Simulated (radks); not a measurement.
Question: These are the eigenvalues of the occupied orbitals of an atom or ion with whole-number occupations (hartree). All-electron calculation, scalar-relativistic Kohn-Sham, r2SCAN, spin-polarised, spherical densities, finite nucleus; meta-GGA in the generalised Kohn-Sham scheme; Fermi nuclear charge, rms radius of each element as measured or else 0.836 A^(1/3) + 0.57 fm. Program: a radial shooting solver on a logarithmic mesh with Libxc functionals.

orbital  eigenvalue
1s up     -190.2319
1s down   -190.2080
2s up     -29.91289
2s down   -29.89044
2p up     -26.49363
2p down   -26.46379
3s up     -10.35127

Which element is it, and in what charge state? The configuration may be excited. Open shells, if any, are filled with parallel spins first.

Answer: Z = 22, titanium, charge +11: Ti11+ in [Ne] 3s1. The list shows which subshells hold electrons but not how many an open one holds; the 1s level, -190.23 hartree, gives Z - s = 19.5 by -(Z - s)^2/2, which with screening and relativity narrows Z to a few neighbours, and the depths of the outer levels then fix element, charge and occupations together.
